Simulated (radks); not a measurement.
Coherent X-ray form factor from a spherical all-electron density. Method: scalar-relativistic Kohn-Sham, AM05, spin-polarised, spherical densities, finite nucleus; Fermi nuclear charge, rms radius of each element as measured or else 0.836 A^(1/3) + 0.57 fm; computed with a radial shooting solver on a logarithmic mesh with Libxc functionals.

sin(theta)/lambda (1/angstrom),f0 (electrons)
0.05,41.442
0.1,39.888
0.15,37.643
0.2,35.061
0.25,32.438
0.3,29.969
0.4,25.817
0.5,22.722
0.6,20.399
0.8,16.895
1,13.947
1.25,10.814
1.5,8.514
2,6.095

The species is in the configuration that NIST lists as its ground one. Which atom or ion scatters so?

Answer. The ruthenium ion Ru2+, [Kr] 4d6. Extrapolating in s^2 from the first two rows gives f0(0) = 42.0, near the electron count 42; among species with that count, the fall with angle is slower the higher Z, and the table is that of Z = 44; from so few rows the species is fixed only to a neighbour or two.
